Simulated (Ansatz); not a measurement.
The same path of CH5AlClFO (10 atoms, charge 0, multiplicity 1) was run twice with different band settings. Lost on the way: H5–Cl6. Made: F2–H5.

Method: RKS PBE-D4/def2-SVP in Ansatz.

Relaxed end points:

```xyz
10
Properties=species:S:1:pos:R:3
Al -0.257 -0.130 -0.368
F 0.524 0.571 -1.770
C 0.844 -0.836 1.062
O -1.871 -0.656 -0.606
H 0.267 1.972 -1.063
Cl -0.306 2.472 0.061
H 0.233 -1.030 1.967
H 1.310 -1.797 0.761
H 1.659 -0.138 1.339
H -2.405 -0.428 -1.383
```

```xyz
10
Properties=species:S:1:pos:R:3
Al -0.385 0.082 -0.132
F 0.724 0.813 -1.659
C 0.839 -0.813 1.076
O -1.714 -0.749 -0.828
H 0.434 1.711 -1.321
Cl -0.682 2.289 0.133
H 0.389 -0.892 2.087
H 1.055 -1.845 0.728
H 1.803 -0.275 1.181
H -2.463 -0.321 -1.267
```

Common settings: spring 5.0 eV/Å²; optimiser quadratic models (default); start path through a guess of the saddle point; force threshold 0.03 eV/Å; iteration limit 60; end points relaxed.

| run | movable images | climbing image |
| --- | --- | --- |
| 1 | 5 | yes |
| 2 | 3 | no |

Task: What does each run give, and how far can it be trusted?

Result: Run 1: converged after 17 iterations, highest image 0.018 eV above the first end. A vibrational analysis at the climbing image gives one clearly imaginary mode, 226i cm⁻¹: a first-order saddle point.
Run 2: converged after 15 iterations, highest image 0.018 eV above the first end. No image climbed, so the highest image needn't sit at the top of the path. So few images can step over the top or miss a turn of the path.
The orbitals stay closed-shell, which can raise the energy where a bond breaks towards radicals; this wasn't checked here.
